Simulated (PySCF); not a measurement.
# Relaxation of singlet WCl₅⁺

Method: PBE0/[W def2-SVP with ECP60, Cl def2-SVP], scalar-relativistic core potentials, density fitting, no spin–orbit coupling, PySCF. A (50,194) grid was used.

A hand-made square pyramidal start, of C4v symmetry, held to at least that symmetry:

Coordinates in bohr (charge 1 multiplicity 1):
```
W     0.0000    0.0000   -0.0717
Cl    0.0000    0.0000    4.2989
Cl    4.2751    0.0000   -0.9805
Cl    0.0000    4.2751   -0.9805
Cl   -4.2751    0.0000   -0.9805
Cl    0.0000   -4.2751   -0.9805
```

Optimiser trace:
| step | E − E(last) (kJ/mol) | largest gradient (Eh/bohr) |
| --- | --- | --- |
| 0 | 42.64 | 0.05084 |
| 1 | 4.77 | 0.01710 |
| 2 | 0.62 | 0.00886 |
| 3 | 0.13 | 0.00140 |
| 4 | 0.02 | 0.00109 |
| 5 | 0.00 | 0.00016 |
| 6 | 0.00 | 0.00002 |

It ends at C4v with W–Cl 2.175 Å, W–Cl 2.249 Å (×4); Cl–W–Cl 86.2° (×4), Cl–W–Cl 104.8° (×4), Cl–W–Cl 150.3° (×2) (after a last refinement on a finer grid). A frequency run shows 1 imaginary mode, down to 37i cm⁻¹, so it is a saddle point. Other isomers or separated fragments may lie lower.

Final geometry:
Coordinates in bohr (charge 1 multiplicity 1):
```
W     0.0000    0.0000    0.0232
Cl    0.0000    0.0000    4.1334
Cl    4.1081    0.0000   -1.0659
Cl    0.0000    4.1081   -1.0659
Cl   -4.1081    0.0000   -1.0659
Cl    0.0000   -4.1081   -1.0659
```

Stability towards spin polarisation was not tested. Spin–orbit coupling, left out here, can matter for elements this heavy.
